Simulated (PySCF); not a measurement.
B3LYP has the VWN-RPA correlation part, as in Gaussian. Excitations are Tamm–Dancoff values on a coarser integration grid. The basis has no diffuse functions, so Rydberg states are missing or too high.

Z-matrix (Å, degrees):
```
S
O 1 1.4369
O 1 1.4380 2 121.69
C 1 1.7864 2 108.09 3 125.65
H 4 1.0864 1 108.62 2 52.05
H 4 1.0867 5 111.61 1 -120.07
H 4 1.0899 5 110.98 6 -124.08
S 1 2.1205 2 105.15 3 -123.90
H 8 1.3444 1 93.26 2 161.99
```
Charge 0, spin multiplicity 1.

### Question
What is the computed LUMO, S1 oscillator strength, HOMO–LUMO gap, S1–T1 gap (TDA) and S1 excitation (TDA) (B3LYP-D3(BJ)/def2-TZVP (PySCF))?

### Answer

* **LUMO**: -1.61 eV
* **S1 oscillator strength**: 0.001
* **HOMO–LUMO gap**: 6.39 eV
* **S1–T1 gap (TDA)**: 0.64 eV
* **S1 excitation (TDA)**: 5.01 eV
